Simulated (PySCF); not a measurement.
Job file and geometry (Å, from GFN2-xTB) of an NMR shielding run on SMILES C(=C/[SiH3])/[SiH2]C1CCCC1, C7H16Si2, PySCF 2.14.0, density-fitted response routines, GIAO PBE0/pcSseg-1 NMR shielding, non-relativistic, gas phase; density fitting, a coarse starting grid and PySCF grid level 2 are the driver's defaults:

```
$ OMP_NUM_THREADS=1 python probes_run.py task.json out

{"job": {"kind": "nmr", "xc": "PBE0", "basis": "pcSseg-1"}, "charge": 0, "multiplicity": 1}
Si     3.384722     1.067284    -0.492702
C      3.058911     0.164083     1.127055
C      2.128409    -0.758715     1.364619
Si     0.848645    -1.447050     0.168087
C     -0.825723    -0.597355     0.486672
C     -1.983333    -1.158430    -0.338791
C     -3.084058    -0.094066    -0.231008
C     -2.361026     1.226079     0.100524
C     -0.866713     0.884727     0.114996
H      4.360592     2.128764    -0.220038
H      3.943478     0.143663    -1.484138
H      2.158336     1.673697    -1.015111
H      3.717372     0.439862     1.947643
H      2.081488    -1.183273     2.365624
H      0.707576    -2.888422     0.433126
H      1.242562    -1.241968    -1.230479
H     -1.094106    -0.685342     1.545479
H     -1.671101    -1.270125    -1.378803
H     -2.314493    -2.132874     0.018137
H     -3.653665    -0.020429    -1.156781
H     -3.782812    -0.352643     0.565265
H     -2.586160     2.005820    -0.626605
H     -2.670901     1.588944     1.081496
H     -0.304685     1.507536     0.810315
H     -0.444248     1.024377    -0.881884
```

Problem. What does the program print?

Solution. 
```
coarse grid: 20776 points
cycle   1  E = -854.5730398362  dE =  7.302e-01  |g| = 4.737e-01  |ddm| = 4.433e+00
cycle   2  E = -854.5470265056  dE =  2.601e-02  |g| = 5.764e-01  |ddm| = 9.737e-01
cycle   3  E = -854.6342247290  dE = -8.720e-02  |g| = 4.978e-02  |ddm| = 5.987e-01
cycle   4  E = -854.6346877617  dE = -4.630e-04  |g| = 2.114e-02  |ddm| = 6.766e-02
cycle   5  E = -854.6347839879  dE = -9.623e-05  |g| = 8.605e-03  |ddm| = 2.753e-02
cycle   6  E = -854.6348032917  dE = -1.930e-05  |g| = 2.062e-03  |ddm| = 9.471e-03
cycle   7  E = -854.6348043987  dE = -1.107e-06  |g| = 3.873e-04  |ddm| = 2.047e-03
final grid: 188264 points
cycle   8  E = -854.6884366203  dE = -5.017e-05  |g| = 9.137e-03  |ddm| = 3.887e-02
cycle   9  E = -854.6884224069  dE =  1.421e-05  |g| = 1.186e-02  |ddm| = 1.963e-02
cycle  10  E = -854.6884588933  dE = -3.649e-05  |g| = 6.532e-04  |ddm| = 1.125e-02
cycle  11  E = -854.6884589654  dE = -7.215e-08  |g| = 3.241e-04  |ddm| = 8.608e-04
cycle  12  E = -854.6884589915  dE = -2.614e-08  |g| = 8.852e-05  |ddm| = 3.471e-04
cycle  13  E = -854.6884589931  dE = -1.584e-09  |g| = 4.191e-05  |ddm| = 1.126e-04
cycle  14  E = -854.6884589936  dE = -4.700e-10  |g| = 4.385e-06  |ddm| = 4.001e-05
converged SCF energy = -854.6884589936

GIAO shielding tensors (ppm)
atom      isotropic    diamagn.    paramagn.     s11        s22        s33       span
  0 Si     434.337     880.473    -446.136    411.895    428.077    463.041     51.146
  1 C       37.867     257.792    -219.925    -79.480     18.470    174.610    254.089
  2 C       27.026     262.292    -235.266    -97.345      5.872    172.549    269.894
  3 Si     394.724     882.898    -488.174    364.719    389.173    430.279     65.559
  4 C      157.617     254.013     -96.397    136.285    164.348    172.217     35.932
  5 C      153.415     248.821     -95.406    125.527    160.738    173.981     48.453
  6 C      159.487     249.005     -89.518    128.933    171.897    177.631     48.698
  7 C      158.846     248.434     -89.588    129.605    169.425    177.509     47.904
  8 C      151.664     248.394     -96.729    126.753    158.609    169.631     42.878
  9 H       27.645      28.846      -1.201     24.615     25.417     32.904      8.289
 10 H       27.425      28.929      -1.505     24.262     26.042     31.970      7.708
 11 H       27.481      30.978      -3.497     23.072     28.181     31.189      8.117
 12 H       24.485      28.511      -4.026     22.783     23.709     26.965      4.182
 13 H       24.178      31.032      -6.854     21.379     24.108     27.047      5.668
 14 H       27.248      30.652      -3.404     23.538     25.625     32.582      9.044
 15 H       27.512      32.173      -4.662     24.510     26.788     31.237      6.727
 16 H       30.876      35.161      -4.285     27.148     28.779     36.700      9.552
 17 H       30.523      32.178      -1.655     24.919     30.169     36.480     11.560
 18 H       29.849      31.058      -1.208     24.444     28.255     36.849     12.406
 19 H       29.865      28.940       0.925     24.667     27.479     37.450     12.784
 20 H       30.004      29.444       0.560     24.518     27.861     37.632     13.115
 21 H       29.846      30.149      -0.303     24.533     27.709     37.296     12.763
 22 H       30.084      30.802      -0.717     24.502     28.244     37.507     13.005
 23 H       29.743      34.219      -4.476     24.081     29.320     35.829     11.749
 24 H       30.459      34.107      -3.649     24.471     30.087     36.819     12.348
```

Problem. Turn these shieldings into chemical shifts. Scale: 29Si (349.16 ppm) and 13C (186.93 ppm) and 1H (31.72 ppm) against TMS (reference shieldings calculated alike).

Solution. Averaging equivalent atoms: Si 3: -45.6; Si 0: -85.2; C 2: 159.9; C 1: 149.1; C 5/8: 34.4; C 4: 29.3; C 6/7: 27.8; H 13: 7.54; H 12: 7.23; H 14/15: 4.34; H 9/10/11: 4.20; H 18/23: 1.92; H 19/21: 1.86; H 20/22: 1.67; H 17/24: 1.23; H 16: 0.84 ppm. 

Size and cost of the density-fitted run: 247 basis functions, 52 s wall time on 1 thread of an Arm Neoverse V2, shared host; peak memory 1.1 GiB.
